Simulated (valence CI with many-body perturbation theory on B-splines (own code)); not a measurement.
Hyperfine factors and g values of Tb⁵⁹⁺

Computed by valence CI with perturbative core correlation (CI+MBPT): four valence electrons over a frozen Dirac-Fock core [He], a basis of 11 s, 11 p, 10 d, 8 f, 5 g, 2 h functions for each j, with the one-electron correlation potential Σ1, the two-electron term Σ2, the three-electron term Σ3, Breit, model QED; selected CI, second order for the rest, scaled by the run's own slope (own B-spline code, finite nucleus).

The last digits are not significant, and no measured levels were compared; by estimate large intervals hold to a few tenths of a per cent, small ones and those within an open d or f shell to about a per cent. Among the levels kept, up to 930 cm⁻¹ of a level comes from second order outside the variational space, and about a tenth of that is noise between levels of different J, which matters for small intervals.

A/g_I is the dipole constant over the nuclear g factor μ/I (μ in nuclear magnetons, uniformly magnetised nucleus), B/Q the quadrupole constant per barn. Both hold the static response of the core; the bare values leave it out. Large factors of s and p1/2 electrons are usually good to 5 to 10 %; those of open d and f shells near neutrality can be off by tens of per cent, and small factors of p3/2, d and f electrons come from cancelling terms and can be off by a factor of two or in sign, in half-filled shells by more. B is blank for J = 1/2, where it vanishes, and for nearly pure S terms. Energies count from the lowest level. Levels with J = 0 are left out.

Levels are named by their leading jj configuration (3d3/2^4 stands for four electrons in 3d with j = 3/2), which in mixed levels can hold well under half, so a name can repeat and another be missing. Letters in brackets count levels of one name in rising energy.

```
                     Level  E (eV)      g  A/g_I (MHz)  A/g_I bare  B/Q (MHz/b)  B/Q bare
    (2s^2 2p1/2 2p3/2) J=1   776.4  1.476      -372000     -351000       538000    539000
    (2s^2 2p1/2 2p3/2) J=2   794.0  1.147      1470000     1480000       994000    996000
    (2s 2p1/2^2 2p3/2) J=2  1022.1  1.518      3650000     3630000      1010000   1010000
    (2s 2p1/2^2 2p3/2) J=1  1097.1  1.106     -2560000    -2500000       633000    634000
        (2s^2 2p3/2^2) J=2  1588.1  1.296       561000      573000        79000     79200
(2s 2p1/2 2p3/2^2) J=2 [a]  1774.6  1.551      2630000     2620000       228000    228000
    (2s 2p1/2 2p3/2^2) J=3  1815.8  1.303      3260000     3240000        -1840     -1870
(2s 2p1/2 2p3/2^2) J=1 [a]  1885.1  1.300     -2770000    -2710000      -404000   -405000
(2s 2p1/2 2p3/2^2) J=2 [b]  1895.1  1.056      -179000     -149000      -157000   -157000
(2s 2p1/2 2p3/2^2) J=1 [b]  1898.6  1.313      7880000     7810000       218000    218000
     (2p1/2^2 2p3/2^2) J=2  2155.9  1.316       519000      544000        74500     74600
          (2s 2p3/2^3) J=2  2639.4  1.429      3710000     3680000     -1090000  -1100000
          (2s 2p3/2^3) J=1  2712.0  1.171     -2610000    -2550000      -443000   -444000
       (2p1/2 2p3/2^3) J=1  2944.8  1.476      -411000     -371000      -534000   -535000
       (2p1/2 2p3/2^3) J=2  2962.8  1.127      1470000     1480000     -1150000  -1150000
       (2s^2 2p1/2 3s) J=1  7696.2  1.311      4040000     4020000       -13200    -13300
    (2s^2 2p1/2 3p1/2) J=1  7766.1  0.642      2790000     2770000        -3220     -3230
       (2s 2p1/2^2 3s) J=1  7913.7  2.012      8120000     8030000        12200     12200
    (2s 2p1/2^2 3p1/2) J=1  7994.8  1.362      7050000     6970000        -4800     -4800
    (2s^2 2p1/2 3p3/2) J=2  8015.3  1.151      1190000     1190000       308000    308000
    (2s^2 2p1/2 3p3/2) J=1  8017.7  1.515      -579000     -571000       148000    148000
    (2s^2 2p1/2 3d3/2) J=2  8071.8  0.747      1150000     1140000        66300     66800
    (2s^2 2p1/2 3d3/2) J=1  8096.4  0.833      -861000     -857000        24100     24300
    (2s^2 2p1/2 3d5/2) J=2  8147.2  1.282      -619000     -616000        58900     59400
    (2s^2 2p1/2 3d5/2) J=3  8150.9  1.098       746000      743000        54000     54600
    (2s 2p1/2^2 3p3/2) J=2  8239.8  1.510      3330000     3290000       301000    302000
    (2s 2p1/2^2 3p3/2) J=1  8244.6  1.128     -3050000    -3010000       159000    160000
    (2s 2p1/2^2 3d3/2) J=1  8295.6  0.460     -3150000    -3110000        26100     26300
    (2s 2p1/2^2 3d3/2) J=2  8301.2  1.128      3230000     3200000        51200     51700
    (2s 2p1/2^2 3d5/2) J=3  8368.5  1.339      2210000     2180000        47500     48100
    (2s 2p1/2^2 3d5/2) J=2  8384.7  1.022     -2030000    -2000000        40100     40600
```

(1) Take the isotope of mass number 159, with I = 3/2, μ = 2.009 μN, leaving out the quadrupole term. What is the hyperfine structure of (2s 2p1/2 2p3/2^2) J=2 [a]?

Answers

(1) From the table A = 3530000 MHz. Shifts from the centre of gravity in MHz: F = 1/2: -1.59e+07, F = 3/2: -1.06e+07, F = 5/2: -1760000, F = 7/2: 1.06e+07.
